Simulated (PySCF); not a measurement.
Bonds broken one at a time in the series Ga Cl-H. Gas-phase values, no solvent. Strings in code marks are SMILES.

The dipole moment from two functionals at the same geometries (B3LYP-D3(BJ)/def2-TZVP), both in PySCF: PBE-D3(BJ)/def2-TZVP and TPSSh-D3(BJ)/def2-TZVP. 

```csv
species,PBE-D3(BJ)/def2-TZVP (D)
radical fragment (`[Cl][Ga][Cl]`),1.64
whole molecule (`[GaH]([Cl])[Cl]`),1.65
radical fragment (`[Cl][GaH]`),1.90
whole molecule (`[Cl][GaH2]`),1.88
radical fragment (`[GaH2]`),0.24
whole molecule (`[GaH3]`),0.00
```

**Question.** What does TPSSh-D3(BJ)/def2-TZVP give for each?

**Answer.** 
- radical fragment (`[Cl][Ga][Cl]`): 1.82
- whole molecule (`[GaH]([Cl])[Cl]`): 1.72
- radical fragment (`[Cl][GaH]`): 2.05
- whole molecule (`[Cl][GaH2]`): 1.99
- radical fragment (`[GaH2]`): 0.31
- whole molecule (`[GaH3]`): 0.00
Over these rows, drawn at random from the members with no instability flagged (it was tested for open shells, ions and some series alone), PBE minus TPSSh-D3(BJ): mean -0.10 D, from -0.18 D to 0.00 D.
